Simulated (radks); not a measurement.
Question: Coherent X-ray form factor from a spherical all-electron density. Calculated with a radial shooting solver on a logarithmic mesh with Libxc functionals: Dirac Kohn-Sham, PBE, spin-unpolarised, spherical densities, finite nucleus; Fermi nuclear charge, rms radius of each element as measured or else 0.836 A^(1/3) + 0.57 fm.

| sin(theta)/lambda (1/angstrom) | f0 (electrons) |
|---|---|
| 0.05 | 21.581 |
| 0.1 | 20.465 |
| 0.15 | 18.951 |
| 0.2 | 17.292 |
| 0.25 | 15.647 |
| 0.3 | 14.108 |
| 0.4 | 11.517 |
| 0.5 | 9.640 |
| 0.6 | 8.365 |
| 0.8 | 6.893 |
| 1 | 5.964 |
| 1.25 | 4.919 |
| 1.5 | 3.942 |
| 2 | 2.504 |

The species is in the configuration that NIST lists as its ground one. Which atom or ion scatters so?

Answer: The vanadium ion V+, [Ar] 3d4. Extrapolating in s^2 from the first two rows gives f0(0) = 22.0, near the electron count 22; among species with that count, the fall with angle is slower the higher Z, and the table is that of Z = 23; from so few rows the species is fixed only to a neighbour or two.
